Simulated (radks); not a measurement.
Values are calculated unless marked as measured or tabulated.
Ionisation of the selenium ion Se3+, [Ar] 3d10 4s2 4p1, to Se4+, [Ar] 3d10 4s2, under several functionals. Scalar-relativistic Kohn-Sham, spin-unpolarised, spherical densities, finite nucleus; a radial shooting solver on a logarithmic mesh with Libxc functionals.

[
 {"functional": "MS2 meta-GGA", "E(Se3+) (hartree)": "-2427.69707", "Exc (hartree)": "-86.79336", "IE (eV)": "42.053", "-e(HOMO) (eV)": "36.343", "<r> HOMO (bohr)": "1.882", "IE error (eV)": "-0.894"},
 {"functional": "AM05", "E(Se3+) (hartree)": "-2424.66132", "Exc (hartree)": "-83.74482", "IE (eV)": "42.179", "-e(HOMO) (eV)": "36.418", "<r> HOMO (bohr)": "1.877", "IE error (eV)": "-0.768"},
 {"functional": "OLYP", "E(Se3+) (hartree)": "-2428.70751", "Exc (hartree)": "-87.91397", "IE (eV)": "41.895", "-e(HOMO) (eV)": "36.195", "<r> HOMO (bohr)": "1.891", "IE error (eV)": "-1.052"},
 {"functional": "TASK exchange with Perdew-Wang LDA correlation", "E(Se3+) (hartree)": "-2427.32184", "Exc (hartree)": "-86.36137", "IE (eV)": "41.696", "-e(HOMO) (eV)": "36.327", "<r> HOMO (bohr)": "1.854", "IE error (eV)": "-1.251"},
 {"functional": "SOGGA", "E(Se3+) (hartree)": "-2425.76105", "Exc (hartree)": "-84.85954", "IE (eV)": "42.062", "-e(HOMO) (eV)": "36.317", "<r> HOMO (bohr)": "1.879", "IE error (eV)": "-0.885"},
 {"functional": "XLYP", "E(Se3+) (hartree)": "-2428.43340", "Exc (hartree)": "-87.56429", "IE (eV)": "42.293", "-e(HOMO) (eV)": "36.446", "<r> HOMO (bohr)": "1.889", "IE error (eV)": "-0.654"},
 {"functional": "BLYP", "E(Se3+) (hartree)": "-2428.10230", "Exc (hartree)": "-87.22845", "IE (eV)": "42.262", "-e(HOMO) (eV)": "36.422", "<r> HOMO (bohr)": "1.886", "IE error (eV)": "-0.685"},
 {"functional": "exchange-only PBE", "E(Se3+) (hartree)": "-2426.14112", "Exc (hartree)": "-85.24132", "IE (eV)": "41.297", "-e(HOMO) (eV)": "35.469", "<r> HOMO (bohr)": "1.900", "IE error (eV)": "-1.650"},
 {"functional": "exchange-only LDA", "E(Se3+) (hartree)": "-2421.54912", "Exc (hartree)": "-80.58316", "IE (eV)": "41.183", "-e(HOMO) (eV)": "35.369", "<r> HOMO (bohr)": "1.888", "IE error (eV)": "-1.764"},
 {"functional": "PW91", "E(Se3+) (hartree)": "-2428.17523", "Exc (hartree)": "-87.31112", "IE (eV)": "42.311", "-e(HOMO) (eV)": "36.529", "<r> HOMO (bohr)": "1.881", "IE error (eV)": "-0.636"}
]

NIST Atomic Spectra Database: 42.947 eV (measured). Closest: PW91. The Delta-SCF values span 1.13 eV, the total energies 7.16 hartree. The highest occupied level is 4p. Spin polarisation and multiplet splitting are left out, so open shells lie too high by an amount that depends on their filling.

Beside tabulated values, note that spin-unpolarised runs miss the spin-polarisation part of the exchange energy of open shells.
